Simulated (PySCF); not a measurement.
Ga(F)(Cl)(Et) (C2H5ClFGa), SMILES C[CH2][Ga]([F])[Cl]. Geometry optimised at B3LYP-D3(BJ)/def2-SVP. The structure was generated by enumeration; whether it is a known compound was not checked. One conformer was computed; it need not be the lowest.

### Question
Give the equilibrium geometry at B3LYP-D3(BJ)/def2-SVP (PySCF confirms it by a frequency run) as bond lengths and angles, and its point group. (An estimate is asked for; the answer gives what the named calculation found.)

### Answer
This is not unique; one that fits is point group Cs.
Atoms: Ga1 F2 Cl3 C4 C5 H6 H7 H8 H9 H10. Bond lengths (Å): Ga1–F2 1.760, Ga1–Cl3 2.156, Ga1–C4 1.965, C4–C5 1.531, C4–H6 1.103, C4–H7 1.103, C5–H8 1.101, C5–H9 1.101, C5–H10 1.103. Angles (°): F2–Ga1–Cl3 112.5, F2–Ga1–C4 120.8, Cl3–Ga1–C4 126.7, Ga1–C4–C5 114.2, Ga1–C4–H6 106.2, Ga1–C4–H7 106.2, C5–C4–H6 111.9, C5–C4–H7 111.9, H6–C4–H7 105.9, C4–C5–H8 111.8, C4–C5–H9 111.8, C4–C5–H10 110.9, H8–C5–H9 107.1, H8–C5–H10 107.5, H9–C5–H10 107.5.
